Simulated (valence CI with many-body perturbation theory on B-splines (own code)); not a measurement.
S XII: fill in the table

Computed by configuration interaction combined with many-body perturbation theory (CI+MBPT): three valence electrons over a frozen Dirac-Fock core [He], radial functions for each j: 11 s, 11 p, 9 d, 7 f, 5 g, 2 h, 1 i, with the one-electron correlation potential Σ1 (screened to all orders), the two-electron term Σ2, the three-electron term Σ3, Breit, model QED; selected single and double excitations, second order for the rest, scaled by the run's own slope (own B-spline code, finite nucleus).

No measured levels were compared; by estimate levels of excited configurations hold to 0.05 to 0.15 % of their energy, terms of the ground configuration to about 0.5 %.

```
         Level   E (eV)
2s2 2p 2P°_1/2    0.000
2s2 2p 2P°_3/2    1.628
 2s 2p2 4P_1/2   24.030
 2s 2p2 4P_3/2        ?
 2s 2p2 4P_5/2   25.456
 2s 2p2 2D_3/2        ?
 2s 2p2 2D_5/2        ?
 2s 2p2 2S_1/2   54.527
 2s 2p2 2P_1/2   57.649
 2s 2p2 2P_3/2        ?
   2p3 4S°_3/2        ?
   2p3 2D°_3/2   85.546
   2p3 2D°_5/2   85.611
   2p3 2P°_1/2   95.989
   2p3 2P°_3/2   96.208
 2s2 3s 2S_1/2  317.043
2s2 3p 2P°_1/2  329.019
2s2 3p 2P°_3/2        ?
 2s2 3d 2D_3/2  340.605
 2s2 3d 2D_5/2  340.725
```

Problem. The levels stand in rising order. What does the calculation give for the missing energies?

Solution. 2s 2p2 4P_3/2 24.625; 2s 2p2 2D_3/2 42.995; 2s 2p2 2D_5/2 43.029; 2s 2p2 2P_3/2 58.474; 2p3 4S°_3/2 75.640; 2s2 3p 2P°_3/2 329.460.
